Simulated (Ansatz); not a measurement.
Total energies of `CN(C)c1ncc(-c2ncc(-c3ncc(C#N)s3)s2)s1` from Ansatz at PBE-D4/def2-TZVP, gas phase (1 Eh = 27.2114 eV = 2625.5 kJ/mol). The reference geometry is relaxed at PBE-D4/def2-SVP.

```xyz
29

C    -1.660    5.611    0.137
N    -1.962    4.208   -0.100
C    -3.181    3.870   -0.804
C    -1.008    3.267    0.132
N     0.160    3.509    0.708
C     0.886    2.371    0.831
C     0.313    1.197    0.345
C     0.883   -0.119    0.368
N     2.095   -0.398    0.832
C     2.372   -1.717    0.735
C     1.374   -2.529    0.184
C     1.437   -3.952   -0.014
N     2.501   -4.691    0.273
C     2.288   -5.997   -0.001
C     1.031   -6.325   -0.519
C     0.540   -7.596   -0.892
N     0.137   -8.659   -1.196
S     0.069   -4.869   -0.660
S    -0.004   -1.536   -0.232
S    -1.270    1.568   -0.332
H    -1.537    6.163   -0.822
H    -2.480    6.085    0.715
H    -0.718    5.674    0.709
H    -3.969    4.604   -0.546
H    -3.050    3.870   -1.911
H    -3.540    2.866   -0.495
H     1.881    2.387    1.298
H     3.336   -2.121    1.075
H     3.076   -6.742    0.181
```

```json
{"state": "charge 0 singlet", "geometry": "reference", "energy (Eh)": "-1929.99170"}
{"state": "charge 1 doublet", "geometry": "reference", "energy (Eh)": "-1929.73859"}
{"state": "charge -1 doublet", "geometry": "reference", "energy (Eh)": "-1930.04737"}
{"state": "free C atom (triplet)", "geometry": "–", "energy (Eh)": "-37.79597"}
{"state": "free N atom (quartet)", "geometry": "–", "energy (Eh)": "-54.53214"}
{"state": "free S atom (triplet)", "geometry": "–", "energy (Eh)": "-397.93833"}
{"state": "free H atom (doublet)", "geometry": "–", "energy (Eh)": "-0.49962"}
```

Single mean-field runs in def2-TZVP are fitted with def2-universal-jkfit.

Question: Work out the vertical ionisation energy to the doublet.

Answer: E(charge 1 doublet) − E(charge 0 singlet) = -1929.73859 − (-1929.99170) = 0.25311 Eh = 6.89 eV. For comparison, −ε of the highest occupied level is 5.06 eV at this level, 1.83 eV less.

Question: Work out the vertical electron affinity, to the doublet.

Answer: E(charge 0 singlet) − E(charge -1 doublet) = -1929.99170 − (-1930.04737) = 0.05567 Eh = 1.51 eV. The basis lacks diffuse functions, which makes affinities too small.

Question: Give the fundamental gap IE − EA, the Mulliken electronegativity (IE + EA)/2 and the hardness (IE − EA)/2.

Answer: From the values in Eh: IE − EA = 0.25311 − 0.05567 = 0.19744 Eh = 5.37 eV; (IE + EA)/2 = 4.20 eV; (IE − EA)/2 = 2.69 eV. The HOMO–LUMO gap of the same run is 1.81 eV, 3.56 eV smaller than the fundamental gap.

Question: What is the binding energy per atom against free atoms?

Answer: Atoms: 12 × (-37.79597) + 5 × (-54.53214) + 3 × (-397.93833) + 9 × (-0.49962) = -1924.52391 Eh. Binding: -1924.52391 − (-1929.99170) = 5.46779 Eh = 148.79 eV, or 5.13 eV for each of 29 atoms (no zero-point energy, no counterpoise term).

At PBE-D4/def2-TZVP the highest occupied level of the charge -1 doublet lies above zero (up to 0.30 eV). By energy differences its removal costs 1.51 eV (vertical, to the charge 0 singlet, at PBE-D4/def2-TZVP); self-interaction error and the lack of diffuse functions both raise the level.
